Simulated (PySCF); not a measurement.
**B⁻ (boron, charge -1) across methods**

[He] 2s2 2p2, high-spin 3P determinant. Computed with PySCF 2.14 in x2c-QZVPPall with one added diffuse shell each of s, p, d, f type (8s5p4d3f1g, 73 functions), with scalar relativity by spin-free X2C-1e. The B2PLYP total includes its PT2 part (frozen core); its orbital energies are those of the SCF part.

```csv
method,E (hartree),mean ε 2s α (eV),mean ε 2s β (eV),mean ε 2p α (eV),Σ⟨r²⟩ (bohr²),⟨S²⟩
LDA,-24.3895,-3.488,-2.059,1.731,47.77,2.003
TPSS,-24.6923,-3.638,-1.900,1.876,44.62,2.005
r2SCAN,-24.6662,-3.792,-1.896,1.704,44.23,2.007
PBE0,-24.6438,-4.759,-2.847,1.191,43.20,2.004
BP86,-24.6840,-3.592,-2.245,1.678,47.81,2.003
B2PLYP,-24.6542,-6.031,-3.548,0.600,41.44,2.005
M06-2X,-24.6686,-5.787,-3.814,0.696,40.78,2.003
PBE,-24.6414,-3.474,-2.038,1.799,47.50,2.003
UHF,-24.52856,-8.476,-4.528,-0.765,38.05,2.010
```

The highest occupied level is positive at LDA, TPSS, r2SCAN, PBE0, BP86, B2PLYP, M06-2X, PBE: only the finite basis holds that electron, which in a density functional comes from self-interaction.
